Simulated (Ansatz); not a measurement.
Relaxation of a periodic cell of 40 atoms, H23C6Cl6F5 (contents 5 HF + 6 CH3Cl, density as packed 0.93 g/cm³ with natural masses), to a largest force component of 0.3 eV/Å in at most 15 steps.

Theory: DFT PBE, scalar-relativistic, plane waves, PAW (Ansatz 0.2.0). Settings: accuracy low, cutoff 420 eV, k mesh 1x1x1, fermi-dirac smearing 0.02 eV, no spin polarisation.

```xyz
40
Lattice="8.9711 0.0000 0.0000 0.0000 8.9711 0.0000 0.0000 0.0000 8.9711" Properties=species:S:1:pos:R:3
F 3.033 6.162 7.799
H 3.475 5.939 8.591
F 3.681 2.350 8.690
H 2.981 1.743 8.809
F 1.176 7.977 6.277
H 1.143 7.982 5.344
F 4.447 8.240 2.881
H 4.767 8.757 3.590
F 8.283 2.994 6.781
H 7.888 3.569 7.403
C 8.029 7.249 0.981
Cl 8.604 7.220 2.662
H 7.510 8.189 0.802
H 8.884 7.163 0.314
H 7.350 6.413 0.826
C 5.358 8.680 6.131
Cl 5.271 8.884 7.895
H 5.510 9.654 5.670
H 6.190 8.020 5.893
H 4.425 8.243 5.780
C 1.873 4.200 0.412
Cl 0.514 3.118 0.788
H 2.711 3.952 1.060
H 2.155 4.063 -0.630
H 1.562 5.229 0.582
C 4.752 6.138 1.466
Cl 5.795 5.934 2.890
H 5.196 6.883 0.808
H 4.671 5.185 0.948
H 3.768 6.469 1.793
C 4.375 3.047 5.096
Cl 4.251 3.999 6.591
H 4.540 3.723 4.259
H 5.209 2.354 5.186
H 3.448 2.495 4.951
C 7.537 1.285 2.355
Cl 6.538 2.710 1.992
H 7.021 0.669 3.089
H 7.691 0.719 1.438
H 8.494 1.616 2.753
```

Problem. Where does it end, and by what steps?

Solution. It converged. The threshold is loose, so the end isn't yet a minimum. Limits of this set-up: coarse k mesh, low accuracy level. After 13 steps the energy has fallen by 2.608 eV; H2 moved furthest, 1.94 Å.

```csv
step,energy less start (eV),largest force component (eV/Å),accepted
0,0.0000,0.975,yes
1,-0.5892,0.673,yes
2,-0.9208,0.542,yes
3,-1.0948,2.485,yes
4,-1.3349,2.085,yes
5,-1.5710,0.665,yes
6,-1.7000,0.547,yes
7,-1.8203,1.009,yes
8,-1.9569,0.940,yes
9,-2.0812,0.892,yes
10,-2.2014,1.290,yes
11,-2.3532,0.773,yes
12,-2.4958,0.344,yes
13,-2.6078,0.276,yes
```

```xyz
40
Lattice="8.9711 0.0000 0.0000 0.0000 8.9711 0.0000 0.0000 0.0000 8.9711" Properties=species:S:1:pos:R:3
F 2.862 7.712 8.343
H 3.791 7.791 8.104
F 3.098 1.516 8.718
H 2.823 0.616 8.731
F 0.523 8.038 5.589
H 0.667 7.844 4.678
F 3.610 8.822 3.393
H 4.302 8.163 3.328
F 7.892 2.957 6.411
H 8.329 3.121 7.240
C 8.555 7.075 0.957
Cl 9.778 7.337 2.257
H 7.745 7.795 1.095
H 9.059 7.244 -0.001
H 8.181 6.050 1.035
C 5.707 8.344 6.058
Cl 5.685 8.513 7.852
H 5.823 9.348 5.642
H 6.555 7.703 5.802
H 4.757 7.893 5.757
C 1.726 4.193 0.212
Cl 0.082 3.446 0.242
H 2.340 3.642 0.929
H 2.132 4.098 -0.796
H 1.614 5.242 0.497
C 4.708 6.060 1.620
Cl 5.525 6.477 3.174
H 5.111 6.719 0.846
H 4.938 5.012 1.396
H 3.635 6.230 1.753
C 4.401 3.310 5.385
Cl 3.827 4.811 6.197
H 4.584 3.541 4.333
H 5.328 2.996 5.875
H 3.618 2.552 5.484
C 7.476 1.313 2.610
Cl 6.105 2.343 2.064
H 7.058 0.402 3.049
H 8.089 1.074 1.732
H 8.068 1.866 3.351
```

Whether the end is a true minimum wasn't checked by a vibrational analysis.

The run took 75 s on 1 thread of Arm Neoverse V1, on a shared host, peak memory 0.58 GiB.
